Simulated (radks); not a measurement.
Results of a calculation; reference values are marked as such.
Q: Numerical settings for the lanthanum ion La2+, [Xe] 5d1. Level of theory: scalar-relativistic Kohn-Sham, SCAN, spin-polarised, spherical densities, finite nucleus; open shells are filled with parallel spins first (spin-orbit coupling, left out, can overturn this in heavy ions); meta-GGA in the generalised Kohn-Sham scheme; Fermi nuclear charge, rms radius 4.855 fm (a radial shooting solver on a logarithmic mesh with Libxc functionals). The defaults (mesh step 0.008 in ln r, mesh end at 40 bohr or more with all orbitals vanishing there, Anderson mixing 0.5 over 9 steps, residual threshold near 1e-9 with the energy settled to 1e-9 hartree or 1e-11 of itself, here a cap of 58 iterations) give E = -8493.862 hartree and 5d at -14.720 eV in 16 iterations. Run on one thread of a shared host, so times are rough (Arm Neoverse N1): 0.34 s of CPU time, 0.34 s wall, 16 iterations on 2254 mesh points. One setting is changed at a time: mesh step in ln r 0.003; mesh step in ln r 0.02; mesh step in ln r 0.005; mesh end (bohr) 1; mesh end (bohr) 2; residual threshold 1e-13; residual threshold 0.001; mixing 1; linear mixing, mixing 0.8; linear mixing, mixing 0.05; mixing history 20; iteration cap 5. Which runs fail to converge, and which converge to a wrong energy?

A: Not converged within the cap: residual threshold 1e-13; linear mixing, mixing 0.8; linear mixing, mixing 0.05; iteration cap 5. Settled on a wrong energy, with an occupied level pushed above zero by the early mesh end: mesh end (bohr) 1 (+303 hartree); mesh end (bohr) 2 (+14 hartree). Apart from these: settings that end as converged yet miss the energy by more than 1 mhartree: mesh step in ln r 0.02 (+0.0301 hartree).
